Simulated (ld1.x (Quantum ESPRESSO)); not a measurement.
# Before and after: TM semilocal potential for Cu (Z = 29)

ld1.x (Quantum ESPRESSO) 7.5 input, shortened:

```
&input
   title='Cu', zed=29., rel=1, dft='PBE', iswitch=3,
   config='[Ar] 3d10 4s1 4p0'
 /
 &inputp
   pseudotype=1, tm=.true., lloc=2,
   nlcc=.false.
 /
3
3S  1  0   2.00   0.00  0.75  0.75  0.0
3P  2  1   6.00   0.00  0.85  0.85  0.0
3D  3  2  10.00   0.00  0.75  0.75  0.0
 &test
   configts(1)='3s2 3p6 3d10 4s1 4p0'
 /
```

Occupied shells without a wave of their own: 4s. They enter only through the test configuration that unscreens the potential.

All-electron outer shells of the reference configuration (PBE, scalar-relativistic, ld1.x):

```json
{"shell": "2s", "level (eV)": "-1062.47", "outermost node (bohr)": "0.07", "outermost maximum (bohr)": "0.20"}
{"shell": "2p", "level (eV)": "-916.98", "outermost node (bohr)": "–", "outermost maximum (bohr)": "0.16"}
{"shell": "3s", "level (eV)": "-114.70", "outermost node (bohr)": "0.29", "outermost maximum (bohr)": "0.61"}
{"shell": "3p", "level (eV)": "-72.14", "outermost node (bohr)": "0.26", "outermost maximum (bohr)": "0.62"}
{"shell": "3d", "level (eV)": "-5.04", "outermost node (bohr)": "–", "outermost maximum (bohr)": "0.60"}
{"shell": "4s", "level (eV)": "-4.61", "outermost node (bohr)": "0.89", "outermost maximum (bohr)": "2.27"}
{"shell": "4p", "level (eV)": "-0.70", "outermost node (bohr)": "0.97", "outermost maximum (bohr)": "3.65"}
```

Change: all radii scaled by about 0.75 (s 0.56, p 0.64, d 0.56 bohr).

Cutoffs: the cutoffs (Ry, on a coarse ladder) from which the occupation-weighted sum of valence levels, in a spherical-Bessel basis at the reference potential, stays within 10 and 1 mRy of its value at 400 Ry; they do not see the model core or the augmentation charge, which bear on the density cutoff. Errors are all-electron minus pseudo energies relative to the spin-unpolarised reference configuration.

Task: What does the change do?

Result: Of the 7 tests that both files solve, the error grows in 2 and shrinks in 3 by more than 15 % and 0.3 meV (median size 76.6 → 77.0 meV); neither file shows a bound ghost. A semilocal file is local in each channel, so a ghost entry of none says nothing of the separable form that plane-wave codes build from it.

```tsv
quantity	base	changed
cutoffs, loose and tight	over 300 Ry, over 300 Ry	not determined
bound ghosts	none	none
largest miss of a reference level, eV	0.06	0.05
error for 3s2 3p6 3d10 4s0 4p0, meV [ΔE 8.15 eV]	-76	-66
error for 3s2 3p6 3d9 4s0 4p0, meV [ΔE 29.48 eV]	-122	-92
error for 3s2 3p6 3d8 4s0 4p0, meV [ΔE 68.50 eV]	-181	-119
error for 3s2 3p6 3d9 4s1 4p0, meV [ΔE 11.58 eV]	+1.2	+13
error for 3s2 3p6 3d9 4s2 4p0, meV [ΔE 1.97 eV]	+77	+77
error for 3s2 3p6 3d7 4s0 4p0, meV [ΔE 128.21 eV]	-246	-143
error for 3s2 3p6 3d9 4s1 4p1, meV [ΔE 6.81 eV]	+14	+21
```

Base: The 4s level has no wave, so the channel is fitted at the deeper level alone: the likely source of the large errors.
